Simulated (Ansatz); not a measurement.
Cartesian coordinates in Å:
```
O -0.1465 1.8920 -0.1069
Si -0.3582 0.4388 0.6195
O 0.7130 0.1974 1.8238
O -1.7964 0.3030 1.3696
O -0.2185 -0.6340 -0.5823
Al 0.6839 -1.5278 -1.6733
F 2.3253 -1.4834 -1.5542
H -0.2849 2.6668 0.4398
H 1.6309 0.3913 1.6305
H -2.5616 0.1585 0.8129
H 0.0129 -2.4026 -2.7796
```

Charge 0, multiplicity 1.

(1) List the B3LYP/def2-TZVPP orbital energies in eV (Ansatz 0.2.0). (Estimate.)

## Answers

(1) Ansatz gave: Occupied: -1800.35, -1525.08, -670.79, -520.61, -520.56, -520.55, -520.44, -144.61, -113.05, -99.97, -99.95, -99.94, -73.79, -73.63, -73.58, -31.35, -28.25, -27.31, -27.28, -26.62, -16.13, -14.87, -13.71, -13.60, -12.53, -11.56, -11.42, -11.20, -11.02, -10.43, -10.02, -9.88, -9.61, -9.29, -9.06, -8.67. Lowest empty: -0.86, -0.65, 0.29, 0.96, 1.34, 1.39, 2.89, 3.19.

B3LYP here is the variant with VWN-RPA as its local correlation; programs differ in this.
